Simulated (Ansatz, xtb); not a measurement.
# C2H6FNSi2: which of two isomers lies lower

Structure X is `C#C[SiH2]N[SiH2]F`, a singlet and structure Y is `N#CC[Si@H](F)[SiH3]`, a singlet. Both are isolated molecules in the gas phase, relaxed with PBE-D3(BJ)/def2-SVP; each stands in its lowest conformer found.

Task: Which of the two would you expect CCSD(T)/def2-SVP + ΔMP2/def2-TZVPP electronic energies to favour?

Result: Structure X; the calculation gives E(Y) − E(X) = +53.9 kJ/mol.

The same difference at several levels:

```
                             level             geometry  E(Y) − E(X) (kJ/mol)  departure from the last row (kJ/mol)  job, with rough time for the two
               PBE-D3(BJ)/def2-SVP  PBE-D3(BJ)/def2-SVP                    −5.0                                 −58.9                optimisation, 71 s
                       HF/def2-SVP  PBE-D3(BJ)/def2-SVP                   +43.5                                 −10.4           part of the CCSD(T) run
                      MP2/def2-SVP  PBE-D3(BJ)/def2-SVP                   +27.7                                 −26.2           part of the CCSD(T) run
                  CCSD(T)/def2-SVP  PBE-D3(BJ)/def2-SVP                   +19.0                                 −34.9                      single point
CCSD(T)/def2-SVP + ΔMP2/def2-TZVPP  PBE-D3(BJ)/def2-SVP                   +53.9                                                      single point, 74 s
```

As drawn, Y has 1 C≡N, 1 C–C, 1 Si–Si, 1 C–H in place of 1 C≡C, 2 N–Si, 1 N–H.

PBE-D3(BJ)/def2-SVP puts the two in the other order. The largest departure from CCSD(T)/def2-SVP + ΔMP2/def2-TZVPP is that of PBE-D3(BJ)/def2-SVP, 58.9 kJ/mol. A small imaginary or near-zero mode remains, so no thermal terms are given. Levels run at GFN2-xTB geometries aren't shown. The last row adds to CCSD(T) the change of the MP2 difference between the two basis sets, here +34.9 kJ/mol, a large step that makes the value less sure.

The correlated steps freeze 14 core orbitals. Programs: Ansatz 0.2.0, xtb 6.7.1; the last row on 2 threads of Intel(R) Xeon(R) Processor @ 2.70GHz on a shared host.
